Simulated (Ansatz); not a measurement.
One change: `FCC#CC(F)F` becomes `CNC#CCF`.

Ansatz, PBE0-D4/def2-TZVP geometries, multiplicity 1. 

```csv
property,`FCC#CC(F)F`
HOMO energy (B3LYP/def2-TZVPP) / eV,-8.45
HOMO–LUMO gap (PBE/def2-TZVPP) / eV,5.74
size of the dipole moment (B3LYP/def2-TZVPP) / D,1.18
HOMO energy (PBE/def2-TZVPP) / eV,-7.35
LUMO energy (B3LYP/def2-TZVPP) / eV,-0.84
size of the dipole moment (ωB97M-V/def2-TZVPP) / D,1.16
```

(1) What does the change do to each property? (Estimate.)

Answers

(1) The calculation gave: 
| property | `CNC#CCF` | shift |
| --- | --- | --- |
| HOMO energy (B3LYP/def2-TZVPP) / eV | -6.20 | 2.25 |
| HOMO–LUMO gap (PBE/def2-TZVPP) / eV | 5.06 | -0.68 |
| size of the dipole moment (B3LYP/def2-TZVPP) / D | 3.06 | 1.88 |
| HOMO energy (PBE/def2-TZVPP) / eV | -5.21 | 2.14 |
| LUMO energy (B3LYP/def2-TZVPP) / eV | 0.40 | 1.24 |
| size of the dipole moment (ωB97M-V/def2-TZVPP) / D | 2.96 | 1.80 |

With PBE0 the HOMO rises by 2.28 eV and the LUMO rises by 1.32 eV, so the gap narrows by about 0.96 eV. PBE moves the HOMO by 2.14 eV and ωB97M-V by 2.36 eV. Dipoles are sizes alone; their direction can turn.

B3LYP here is the variant with VWN-RPA as its local correlation; programs differ in this.
